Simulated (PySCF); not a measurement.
ReO₃, SMILES [O]=[Re+](=[O])=[O], charge +1, multiplicity 1. Heavy atoms are numbered as in [Re+:1](=[O:2])(=[O:3])=[O:4].

The structure is a stationary point at PBE0-D3(BJ)/def2-TZVP. The spin state was assumed, not searched. The isomer is the one that the SMILES or the coordinates give; other isomers of the formula were not compared. The def2 effective core potentials stand for the cores of Re; spin–orbit coupling is left out.

Level of theory: B3LYP/def2-TZVPD (PySCF).

Mulliken values depend strongly on the basis, most of all with diffuse functions as here. ESP charges are fitted to the potential on shells at 1.4 to 2.0 van der Waals radii. Atomic charges (e), one atom of each kind:

| atom | ESP fit | Mulliken |
|---|---|---|
| Re1 | (withheld) | 1.87 |
| O2 | (withheld) | -0.29 |

### Question
Complete the blanks. (The exact figures need the calculation; the answer reports its results.)

### Answer

- Re1, ESP fit: 2.08
- O2, ESP fit: -0.36
